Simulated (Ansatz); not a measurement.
MgF, multiplicity 2 (the spin of the measured ground state), most abundant isotopes (18.9984 and 23.9850 u). Constants from fifth-degree fits in 1/R to seven points on the lowest solution found; no spin–orbit coupling, no relativity up to Kr; ω_e x_e and α_e move by some per cent with the fit.

Correlated levels freeze the inner cores; with def2 sets outer-core shells near the valence are correlated too.

Codes used: Ansatz (Gaussian basis) for Hartree–Fock, density functionals and correlated methods. Each number belongs to the level named beside it.

Total energies (hartree; each atom in its lowest state at that level) and vibrational constants (cm⁻¹):

```
level               E(MgF) at r_e        E(F)        E(Mg)  ω_e  ω_e x_e
------------------  -------------  ----------  -----------  ---  -------
PBE/def2-TZVPP        -299.783958  -99.669123  -199.942973  670      4.0
B3LYP/def2-TZVPP      -300.024466  -99.770147  -200.091523  692      4.1
wB97M-V/def2-TZVPP    -299.962794  -99.745271  -200.059534  695      4.0
CCSD(T)/def2-QZVPP    -299.673640  -99.651180  -199.855391  729      4.6
```

Question: Work out D_e and D₀ in eV.

Answer: 
D_e = E(F) + E(Mg) − E(molecule), times 27.2114 eV; D₀ = D_e − (ω_e/2 − ω_e x_e/4)/8065.54.
- PBE/def2-TZVPP: D_e = 4.677, zero point 0.041, D₀ = 4.635 eV
- B3LYP/def2-TZVPP: D_e = 4.430, zero point 0.043, D₀ = 4.387 eV
- wB97M-V/def2-TZVPP: D_e = 4.299, zero point 0.043, D₀ = 4.256 eV
- CCSD(T)/def2-QZVPP: D_e = 4.546, zero point 0.045, D₀ = 4.501 eV
No counterpoise correction is made.

Ansatz is a first-principles code.
